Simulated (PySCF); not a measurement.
A calculated (PBE, PySCF 2.14, ANO-RCC-VTZP, scalar relativity by spin-free X2C-1e) atom or ion has these occupied shells.

```
shell  electrons  orbital energy (eV)  rms radius, mean of both spins (bohr)
 1s α          1              -4873.2                                 0.0804
 1s β          1              -4873.2                                 0.0804
 2s α          1              -544.09                                  0.353
 2s β          1              -543.57                                  0.353
 2p α          3              -451.48                                  0.322
 2p β          3              -451.06                                  0.322
 3s α          1              -70.459                                   1.08
 3s β          1              -68.662                                   1.08
 3p α          3              -46.708                                   1.18
 3p β          3              -44.892                                   1.18
 3d α          2              -12.489                                   1.73
 4s α          1              -10.877                                   3.36
```

(1) Name the element and its charge.

Results:

(1) Ti+ (titanium, charge +1), in [Ar] 3d2 4s1, high-spin 4F determinant.
